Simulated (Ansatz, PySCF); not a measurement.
Molecule: InF₂, net charge 1, singlet state. 
Geometry from a B3LYP-D3(BJ)/def2-TZVP (Ansatz, an electronic-structure program) optimisation:
```xyz
3

In     0.0000     0.0000     0.0000
F      0.0000     0.0000     1.8552
F      0.0000     0.0000    -1.8552
```
Charge +1, spin multiplicity 1.

Total electronic energies in hartree. Valence correlation only, unless marked. No spin-orbit coupling. Frozen are the shells of the preceding noble gas and the d and f shells that filled before the atom's block. In def2 rows, elements after Kr have scalar-relativistic effective core potentials. STO-3G rows are all-electron and non-relativistic. Basis-set limits of correlation are two-point, X^-3; Hartree-Fock from the larger set.

| level | program | energy (Eh) |
|---|---|---|
| HF/def2-TZVPD | PySCF | -387.91030 |
| HF-D3(BJ)/def2-TZVPD | PySCF + dftd3 | -387.92109 |
| RI-HF/def2-TZVPPD | Ansatz | -387.91030 |
| BLYP/def2-TZVPD | Ansatz | -389.57730 |
| revPBE-D3(BJ)/def2-TZVPD | Ansatz + dftd3 | -389.61522 |
| BP86-D3(BJ)/def2-TZVPD | PySCF + dftd3 | -389.73480 |
| TPSS/def2-TZVPD | PySCF | -389.56400 |
| M06-L-D4/def2-TZVPD | PySCF + dftd4 | -389.73868 |
| PBE0/STO-3G | Ansatz | -5881.03687 |
| PBE0-D3(BJ)/def2-TZVPD | Ansatz + dftd3 | -389.43071 |
| PBE0-D4/def2-TZVP | Ansatz + dftd4 | -389.42923 |
| PBE0-D4/def2-TZVPD | Ansatz + dftd4 | -389.43082 |
| PBE0/def2-QZVPP | Ansatz | -389.44238 |
| BHLYP-D4/def2-TZVPD | Ansatz + dftd4 | -389.46660 |
| PW6B95-D4/def2-TZVPD | PySCF + dftd4 | -389.93697 |
| PW6B95/def2-TZVPD | PySCF | -389.93578 |
| RPA@PBE/def2-TZVPP | Ansatz | -388.69006 |
| RI-MP2/def2-TZVPP | Ansatz | -388.47290 |
| RI-MP2/def2-TZVPPD | Ansatz | -388.47857 |
| CCSD/def2-TZVPP | Ansatz | -388.46511 |
| CCSD/def2-QZVPP | Ansatz | -388.52513 |
| CCSD(T)/STO-3G | Ansatz | -5878.88788 |
| CCSD(T)/CBS(def2-TZVPPD,def2-QZVPPD) | Ansatz | -388.5813 |

Totals of different functionals don't rank their quality; only differences between species are comparable.
